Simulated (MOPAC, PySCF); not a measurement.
Series GeXY, Y = H, computed as singlets and as triplets. Isolated molecules, 0 K electronic values unless said otherwise. One relaxed conformer stands for each flexible species; it need not be the lowest. Strings in code marks are SMILES.

Quantity: adiabatic spin-state energy, in kcal/mol. HF references are unrestricted for open shells and restricted for singlets. Semi-empirical values (MOPAC) are differences of heats of formation.

Level 1: SVWN5/6-31G* // PBE0-D3(BJ)/def2-TZVP (PySCF)
Level 2: HF/6-31G* // PBE0-D3(BJ)/def2-TZVP (PySCF)
Level 3: PM3 // PBE0-D3(BJ)/def2-TZVP (MOPAC)
Level 4: PM6 // PBE0-D3(BJ)/def2-TZVP (MOPAC)

```json
[
 {"species": "`[SiH3][GeH]`: multiplicity 3 minus multiplicity 1", "level 1": "19.2", "level 2": "(withheld)", "level 3": "-24.1", "level 4": "-17.5"},
 {"species": "`[F][GeH]`: multiplicity 3 minus multiplicity 1", "level 1": "(withheld)", "level 2": "29.0", "level 3": "-30.6", "level 4": "25.8"},
 {"species": "`[GeH2]`: multiplicity 3 minus multiplicity 1", "level 1": "(withheld)", "level 2": "(withheld)", "level 3": "-22.9", "level 4": "-4.07"},
 {"species": "`O=[CH][GeH]`: multiplicity 3 minus multiplicity 1", "level 1": "18.9", "level 2": "9.37", "level 3": "-14.0", "level 4": "7.57"},
 {"species": "`[Cl][GeH]`: multiplicity 3 minus multiplicity 1", "level 1": "41.4", "level 2": "24.8", "level 3": "(withheld)", "level 4": "20.0"}
]
```

Problem. What belongs in the gaps?

Solution. 
- `[SiH3][GeH]`: multiplicity 3 minus multiplicity 1, level 2: 2.10
- `[F][GeH]`: multiplicity 3 minus multiplicity 1, level 1: 45.7
- `[GeH2]`: multiplicity 3 minus multiplicity 1, level 1: 25.5
- `[GeH2]`: multiplicity 3 minus multiplicity 1, level 2: 9.63
- `[Cl][GeH]`: multiplicity 3 minus multiplicity 1, level 3: -26.6
